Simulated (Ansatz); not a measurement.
`C#[C][In]([Cl])[Cl]` + HBr → `[Cl][In]([Cl])[Br]` + `C#C` at 400 K and 1 bar (ligand exchange at the In–C bond).

Program: Ansatz. Geometries: PBE0-D4/def2-TZVP. ΔE: electronic, gas phase. CCSD(T)/CBS adds triple-zeta CCSD(T) − MP2 to the extrapolated MP2 energy (def2 sets, frozen cores). This one scheme is used for every species. Elements past krypton have def2 core potentials. For Br, In outer-core shells are correlated without core-valence functions, which leaves a few kJ/mol of doubt a bond. Scalar relativity is left out up to krypton.

| species | CCSD(T)/CBS energy (Eh) | H − E (kJ/mol) | S (J/(mol·K)) |
| --- | --- | --- | --- |
| `C#[C][In]([Cl])[Cl]` | -1186.11436 | 85.7 | 400.3 |
| HBr | -2573.91920 | 27.6 | 207.2 |
| `[Cl][In]([Cl])[Br]` | -3682.84497 | 34.6 | 384.6 |
| `C#C` | -77.22717 | 85.5 | 213.8 |

H − E and S are ideal-gas, rigid-rotor, harmonic terms from PBE0-D4/def2-TZVP. 1 Eh = 2625.50 kJ/mol, R = 8.31446 J/(mol·K).

Q: By hand: ΔE, ΔH, ΔS and ΔG.

A: ΔE = (-3682.84497) + (-77.22717) − (-1186.11436) − (-2573.91920) = -0.03858 Eh = -101.3 kJ/mol. Δ(H − E) = 34.6 + 85.5 − 85.7 − 27.6 = 6.8, so ΔH = -94.5 kJ/mol. ΔS = 384.6 + 213.8 − 400.3 − 207.2 = -9.1 J/(mol·K). ΔG = -94.5 − 400 × (-9.1)/1000 = -90.9 kJ/mol.

Q: By hand: the equilibrium constant, and the temperature at which ΔG would vanish if ΔH and ΔS stayed fixed.

A: log₁₀ K = −ΔG/(RT ln 10) = 11.9. ΔG = 0 at ΔH/ΔS = 10385 K, far beyond where these terms or the molecules hold.

The number of gas molecules stays the same, so ΔS is small and ΔH decides. A doubt of 5 kJ/mol in ΔE shifts log₁₀ K by 0.7 here. These are equilibria of isolated gas molecules and say nothing of rates. Largest T1 diagnostic: 0.013 (customary marks: 0.02 for closed shells, 0.045 for open ones).
